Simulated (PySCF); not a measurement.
Screening by computed properties: pick the candidate that meets the target.

Species are written as SMILES; each is one conformer at its optimised geometry, gas phase, non-relativistic unless stated. Electronic properties by PySCF.

Dipoles, sizes and rotational constants follow the conformer. The torsions of the flexible species, by atom-mapped SMILES:
- `[O:1]=[C:2]([F:3])[C:4]([F:5])([F:6])[C@H:7]([F:8])[C:9]([F:10])([F:11])[F:12]`: O1–C2–C4–F5 46°, C2–C4–C7–F8 -36°, C4–C7–C9–F10 71°
- `[CH3:1][CH2:2][C@H:3]([O:4][SiH2:5][SiH3:6])[C:7]([F:8])([F:9])[F:10]`: C1–C2–C3–O4 -64°, C2–C3–O4–Si5 158°, C3–O4–Si5–Si6 -165°, C2–C3–C7–F8 65°
- `[F:1][C:2]([F:3])([F:4])[S:5][c:6]1[cH:7][cH:8][c:9]([Cl:10])[s:11]1`: F1–C2–S5–C6 -53°, C2–S5–C6–C7 -76°
- `[CH:1]#[C:2][C@@H:3]1[CH2:4][C@H:5]([C:6]#[N:7])/[C:8]1=[CH:9]/[CH2:10][F:11]`: C8–C9–C10–F11 -133°
- `[SiH3:1][CH2:2][O:3][Si@@H:4]([SiH3:5])[SiH2:6][SiH3:7]`: Si1–C2–O3–Si4 179°, C2–O3–Si4–Si5 51°, O3–Si4–Si6–Si7 12°
- `[CH2:1]=[CH:2][Si@:3]([CH3:4])([CH2:5][SiH3:6])[CH2:7][SiH2:8][F:9]`: C1–C2–Si3–C4 149°, C2–Si3–C5–Si6 60°, C2–Si3–C7–Si8 52°, Si3–C7–Si8–F9 52°

**Question.** Wanted: HOMO–LUMO gap between 6.5 eV and 8.06 eV (PBE0/pcSseg-1) and dipole moment above 2 D (PBE0/pcSseg-1), at GFN2-xTB geometries. Which candidate meets both?
A. `O=C(F)C(F)(F)[C@H](F)C(F)(F)F`
B. `Cc1ccc(Cl)cc1`
C. `CC[C@H](O[SiH2][SiH3])C(F)(F)F`
D. `FC(F)(F)Sc1ccc(Cl)s1`
E. `C#C[C@@H]1C[C@H](C#N)/C1=C/CF`
F. `[SiH3]CO[Si@@H]([SiH3])[SiH2][SiH3]`

**Answer.** E. Computed values:
```
                            species  HOMO–LUMO gap  dipole moment
               FC(F)(F)Sc1ccc(Cl)s1        5.63 eV         1.48 D
                      Cc1ccc(Cl)cc1        6.43 eV         2.27 D
[SiH3]CO[Si@@H]([SiH3])[SiH2][SiH3]        6.57 eV         1.06 D
      C#C[C@@H]1C[C@H](C#N)/C1=C/CF        7.08 eV         3.49 D
     CC[C@H](O[SiH2][SiH3])C(F)(F)F        8.00 eV         1.92 D
      O=C(F)C(F)(F)[C@H](F)C(F)(F)F        8.12 eV         0.88 D
```

**Question.** Wanted: smallest rotational constant below 0.5 GHz (GFN2-xTB) and HOMO energy above -8 eV (PBE0/pcSseg-1), at GFN2-xTB geometries. Which candidate meets both?
A. `FC(F)(F)Sc1ccc(Cl)s1`
B. `CC[C@H](O[SiH2][SiH3])C(F)(F)F`
C. `O=C(F)C(F)(F)[C@H](F)C(F)(F)F`
D. `C=C[Si@](C)(C[SiH3])C[SiH2]F`
E. `C([C@H]1c2c(cccc2)C=C1)#N`

**Answer.** A. Computed values:
```
                       species  smallest rotational constant  HOMO energy
          FC(F)(F)Sc1ccc(Cl)s1                     0.350 GHz     -7.23 eV
CC[C@H](O[SiH2][SiH3])C(F)(F)F                     0.460 GHz     -8.41 eV
  C=C[Si@](C)(C[SiH3])C[SiH2]F                     0.552 GHz     -7.81 eV
 O=C(F)C(F)(F)[C@H](F)C(F)(F)F                     0.616 GHz    -10.00 eV
     C([C@H]1c2c(cccc2)C=C1)#N                     0.744 GHz     -6.94 eV
```
